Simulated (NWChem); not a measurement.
# Si₂H₃, doublet; SMILES [SiH2]=[SiH]

```xyz
5

Si    -0.0467    -1.2946     0.1613
Si    -0.1603     0.9710    -0.0758
H      1.4528    -1.2302    -0.1456
H      0.9543     1.9558     0.1175
H     -1.4476     1.7362    -0.0703
```
Atoms are numbered in this order, from 1.

Level: PBE0/def2-SVP, spin-unrestricted (NWChem), optimised geometry, unscaled harmonic frequencies. 

| frequency (cm⁻¹) | IR intensity (km/mol) |
|---|---|
| 205 | 7.8 |
| 377 | 10.8 |
| 414 | 6.6 |
| 470 | 6.1 |
| 671 | 20.9 |
| 948 | 80.4 |
| 2051 | 157.9 |
| 2197 | 91.3 |
| 2224 | 104.4 |

```
Property                                                                                             Result
-----------------------------------------------------------------------------------------  ----------------
zero-point energy                                                                             13.7 kcal/mol
thermal correction to the enthalpy at 298.15 K (with zero-point energy)                       17.0 kcal/mol
heat capacity Cv                                                                           13.4 cal/(mol K)
entropy at 298.15 K and 1 atm (symmetry number 1, electronic part: spin degeneracy alone)  66.8 cal/(mol K)
dipole moment                                                                                        1.12 D
```

Rigid rotor and harmonic oscillator.
